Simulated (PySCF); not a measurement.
Distorted geometries of [Lu(H2O)]3+

[Lu(H2O)]3+ (singlet). PySCF 2.14.0, RKS PBE, Lu def2-SVP with ECP28, O def2-SVP, H def2-SVP; non-relativistic Hamiltonian with scalar-relativistic core potentials where named; density fitting; no spin-orbit coupling. Relaxed geometry:

```xyz
4

Lu    0.0000    0.0000   -0.0212
O     0.0000    0.0000    2.0528
H     0.7940    0.0000    2.6941
H    -0.7940    0.0000    2.6941
```

Q: Order these distorted geometries by energy above the relaxed one, lowest first.
A.
```xyz
4

Lu    0.0520    0.0126   -0.4659
O     0.0516   -0.0299    2.1826
H     0.6593    0.0443    3.0598
H    -0.7629   -0.0270    2.6434
```
B.
```xyz
4

Lu    0.0015   -0.0051    0.0420
O     0.0062   -0.0204    1.9664
H     0.6980   -0.0119    2.5404
H    -0.7058    0.0373    2.8710
```
C.
```xyz
4

Lu   -0.0049   -0.0285   -0.0189
O    -0.0124    0.0150    2.1390
H     0.8175    0.0263    2.6091
H    -0.8002   -0.0128    2.6906
```

A: C (0.28 eV), B (0.89 eV), A (1.41 eV).

Q: Which forces (eV/Å) act in the one that lies 0.89 eV up?

A: 
```
Lu  -0.14 -0.02 -3.11
O   -6.49  0.24  1.64
H    6.02 -0.05  3.79
H    0.61 -0.17 -2.32
```
Forces carry noise of the integration grid, about 0.01 to 0.03 eV/Å.
